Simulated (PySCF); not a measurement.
Compound: C₆H₁₀O₂S.
SMILES with atom numbers: `[O:1]=[S:2]1(=[O:3])[C@H:4]2[CH2:5][CH2:6][C@@H:7]1[CH2:8][CH2:9]2` (hydrogens: H10 on C4; H11, H12 on C5; H13, H14 on C6; H15 on C7; H16, H17 on C8; H18, H19 on C9)

The same species was optimised twice, with GFN2-xTB and with PBE0-D3(BJ)/def2-SVP (PySCF), and the same property calculations (PySCF, gas phase) were run on both structures.

| coordinate | GFN2-xTB | PBE0-D3(BJ)/def2-SVP | change |
| --- | --- | --- | --- |
| O1=S2 (Å) | 1.436 | 1.462 | +0.026 |
| S2=O3 (Å) | 1.436 | 1.462 | +0.026 |
| C5–C6 (Å) | 1.549 | 1.561 | +0.012 |
| C8–C9 (Å) | 1.549 | 1.561 | +0.012 |
| C4–C5 (Å) | 1.517 | 1.528 | +0.011 |
| C7–C8 (Å) | 1.517 | 1.527 | +0.010 |
| C6–C7 (Å) | 1.517 | 1.527 | +0.010 |
| C4–C9 (Å) | 1.517 | 1.527 | +0.010 |
| S2–C4 (Å) | 1.825 | 1.828 | +0.003 |
| S2–C7 (Å) | 1.825 | 1.828 | +0.003 |
| O1–S2–O3 (°) | 117.1 | 120.7 | +3.6 |
| S2–C4–C9 (°) | 99.4 | 100.6 | +1.2 |
| S2–C7–C8 (°) | 99.4 | 100.6 | +1.2 |
| O1–S2–C4 (°) | 112.8 | 111.7 | -1.1 |
| O3–S2–C7 (°) | 112.8 | 111.7 | -1.1 |
| O1–S2–C7 (°) | 112.8 | 111.7 | -1.1 |
| S2–C4–C5 (°) | 99.4 | 100.5 | +1.1 |
| S2–C7–C6 (°) | 99.4 | 100.5 | +1.1 |

Rotational constants: A = 2166, B = 1723, C = 1422 MHz (GFN2-xTB) against A = 2125, B = 1708, C = 1396 MHz (PBE0-D3(BJ)/def2-SVP). Point groups within 0.08 Å: C2v and C2v.

On the GFN2-xTB structure: HOMO (eV) -7.70 [PBE0/pcSseg-1]; LUMO (eV) 0.91 [PBE0/pcSseg-1]; dipole (D) 5.15 [PBE0/pcSseg-1]; GIAO shielding of O1/O3 (mean) (ppm) 160.3 [PBE0/pcSseg-1]; GIAO shielding of S2 (ppm) 165.2 [PBE0/pcSseg-1]; GIAO shielding of C4/C7 (mean) (ppm) 131.0 [PBE0/pcSseg-1]; GIAO shielding of C5/C6/C8/C9 (mean) (ppm) 161.1 [PBE0/pcSseg-1].

What do these properties become on the PBE0-D3(BJ)/def2-SVP structure?

```csv
property,level,on GFN2-xTB,on PBE0-D3(BJ)/def2-SVP,change
HOMO (eV),PBE0/pcSseg-1,-7.70,-7.67,+0.03
LUMO (eV),PBE0/pcSseg-1,0.91,0.86,-0.05
dipole (D),PBE0/pcSseg-1,5.15,5.09,-0.06
"energy, GFN2-xTB geometry as zero (kcal/mol)",PBE0/pcSseg-1,0.0,-3.1,-3.1
GIAO shielding of O1/O3 (mean) (ppm),PBE0/pcSseg-1,160.3,147.9,-12.4
GIAO shielding of S2 (ppm),PBE0/pcSseg-1,165.2,147.9,-17.3
GIAO shielding of C4/C7 (mean) (ppm),PBE0/pcSseg-1,131.0,126.6,-4.4
GIAO shielding of C5/C6/C8/C9 (mean) (ppm),PBE0/pcSseg-1,161.1,157.7,-3.4
```

The heavy atoms differ by 0.025 Å rms after alignment. Among bonds between heavy atoms O1=S2 and S2=O3 change most and about equally (+0.026 Å). Changes are differences of the printed values. Neither structure is proved a minimum here.
